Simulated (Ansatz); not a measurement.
Cost and result for the atomization energy of C₂H₆S₂Sn (`C[S][Sn][S]C`) (11 atoms, 10 bonds).

| atom | x (Å) | y (Å) | z (Å) |
| --- | --- | --- | --- |
| C1 | 1.331 | -0.421 | 0.905 |
| S2 | 1.955 | 1.050 | 0.041 |
| Sn3 | 1.063 | 1.089 | -2.222 |
| S4 | -1.037 | -0.110 | -1.959 |
| C5 | -1.640 | 0.104 | -0.259 |
| H6 | 0.857 | -1.116 | 0.213 |
| H7 | 0.621 | -0.134 | 1.679 |
| H8 | 2.188 | -0.908 | 1.370 |
| H9 | -2.688 | 0.396 | -0.324 |
| H10 | -1.564 | -0.832 | 0.292 |
| H11 | -1.085 | 0.882 | 0.263 |

Charge 0, multiplicity 1. Correlated methods include outer-core shells of Sn, which these sets cover unevenly. Sn: def2 effective core potential. Geometry: relaxed with PBE0-D4/def2-TZVP. It is one conformer, not always the lowest. Program: Ansatz. All runs use 2 threads of an AMD EPYC 7R13 on a shared host and a share of an NVIDIA H100 80 GB. Times are those of one run each, without the atoms' runs, and a repeat can differ threefold. Electronic energies, without spin–orbit coupling; frozen cores. CCSD(T)/CBS adds CCSD(T) − MP2 in def2-TZVPP to the MP2 limit, and its time is that of the two runs behind it. T1 = 0.016. With those shells the extrapolation isn't a true limit. B3LYP takes the VWN-RPA correlation (the form of Gaussian; ORCA's B3LYP/G).

CCSD(T)/CBS is a level of theory with its own doubt, some kJ/mol a heavy atom from the limit and from the frozen cores, so smaller differences don't rank the functionals.

```
                             level  functions  wall time
           CAM-B3LYP-D4/def2-TZVPP        280      4.3 s
                  CCSD(T)/def2-SVP        120      4.4 s
              revPBE-D4/def2-TZVPP        280      5.5 s
 B3LYP-D4/def2-TZVPP (with forces)        280      5.5 s
            LDA (SPW92)/def2-TZVPP        280        6 s
   PBE-D4/def2-TZVPP (with forces)        280      6.5 s
                BLYP-D4/def2-TZVPP        280        7 s
r2SCAN-D4/def2-TZVPP (with forces)        280        8 s
                 B2PLYP/def2-TZVPP        280      8.5 s
                    MP2/def2-QZVPP        516      9.5 s
                CCSD(T)/def2-TZVPP        280       10 s
                 B97M-V/def2-TZVPP        280       11 s
                 CCSD(T)/CBS(def2)          –       20 s
```

Problem. What atomization energy does each give, and how far from CCSD(T)/CBS? (Estimate.)

Solution. Ansatz gave: 
| level | atomization (kJ/mol) | difference from CCSD(T)/CBS | per bond |
| --- | --- | --- | --- |
| CAM-B3LYP-D4/def2-TZVPP | 3764.7 | -23.0 | -2.3 |
| CCSD(T)/def2-SVP | 3510.4 | -277.3 | -27.7 |
| revPBE-D4/def2-TZVPP | 3782.1 | -5.6 | -0.6 |
| B3LYP-D4/def2-TZVPP (with forces) | 3780.4 | -7.3 | -0.7 |
| LDA (SPW92)/def2-TZVPP | 4338.3 | 550.6 | 55.1 |
| PBE-D4/def2-TZVPP (with forces) | 3867.2 | 79.5 | 8.0 |
| BLYP-D4/def2-TZVPP | 3780.0 | -7.7 | -0.8 |
| r2SCAN-D4/def2-TZVPP (with forces) | 3796.3 | 8.6 | 0.9 |
| B2PLYP/def2-TZVPP | 3718.7 | -69.0 | -6.9 |
| MP2/def2-QZVPP | 3779.0 | -8.7 | -0.9 |
| CCSD(T)/def2-TZVPP | 3666.7 | -121.0 | -12.1 |
| B97M-V/def2-TZVPP | 3817.5 | 29.8 | 3.0 |
| CCSD(T)/CBS(def2) | 3787.7 | 0.0 | 0.0 |

From PBE to PBE0 (25 % exact exchange), in def2-TZVPP and without D4, the atomization energy moves by −65.7 kJ/mol: exact exchange takes away binding that semilocal exchange gives to molecules. In def2-TZVPP, CCSD(T) changes the Hartree–Fock value by +976.9 kJ/mol (the triples alone add +71.0 kJ/mol) and MP2 by +1018.2 kJ/mol; breaking electron pairs costs correlation energy, which Hartree–Fock lacks. The D4 term adds +57.3 kJ/mol with B3LYP and +30.4 kJ/mol with PBE0; it sums over pairs of atoms, weighted by their polarisabilities, and B3LYP, whose exchange is more repulsive, gets the larger term.

Spin–orbit coupling would lower the free Sn atoms strongly, and the atomization energy with them, by more than many differences here. For some Ge, Se and Sn compounds the MP2-based and the directly extrapolated limit differ by 10 to 25 kJ/mol.
